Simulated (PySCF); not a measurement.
Atom-mapped SMILES (the numbers label the heavy atoms): `[N:1]#[C:2][C@@H:3]1[CH:4]=[CH:5][O:6][CH2:7]1`; H(Xn) means a hydrogen on atom n. Ha(C7) is cis to C2 on the ring; Hb(C7) is trans to C2 on the ring.

[PySCF 2.14: GIAO PBE0/pcSseg-1 shieldings; coordinates at the GFN2-xTB level; no relativistic terms; no solvent; one conformer]

Scale: TMS for ¹³C and ¹H; ¹⁵N against NH3; ¹⁷O vs H2O (reference shieldings calculated alike).

```tsv
atoms	nucleus	count	Hirshfeld charge	δ (ppm)
O6	¹⁷O	1	-0.12	135.0
C5	¹³C	1	0.03	158.5
H(C4)	¹H	1	0.06	5.00
N1	¹⁵N	1	-0.23	299.5
C3	¹³C	1	-0.01	?
H(C3)	¹H	1	0.06	?
C2	¹³C	1	0.08	125.1
C4	¹³C	1	-0.09	101.5
Hb(C7)	¹H	1	0.06	?
Ha(C7)	¹H	1	0.06	?
H(C5)	¹H	1	0.07	6.48
C7	¹³C	1	0.02	76.5
```

Estimate the values marked ?.

## Answers


- C3: 33.7 ppm, allylic sp3 CH; a saturated carbon with 3 carbon neighbours and no heteroatom attached
- Hb(C7): 4.76 ppm, hydrogen on an sp3 CH2 bonded to O; its carbon carries O, an electronegative neighbour
- Ha(C7): 4.76 ppm, hydrogen on an sp3 CH2 bonded to O; its carbon carries O, which withdraws density
- H(C3): 3.83 ppm, hydrogen on an allylic sp3 CH

Shifts are as computed. Against solution values, carbons near 30 ppm lie about +3 ppm off and those near 130 ppm about +5 ppm. Of 1211 compounds with measured shifts, 218 miss one by over three times the rms of a fit or turn the order of signals round; such compounds aren't used in these exercises. Experimental scales use liquid or dissolved standards, which lie at an offset from isolated NH3 (liquid NH3: subtract about 20 ppm) and H2O (liquid H2O: subtract about 36 ppm). Unscaled 15N shifts of sp2 nitrogen come out 20 to 40 ppm too high even then.
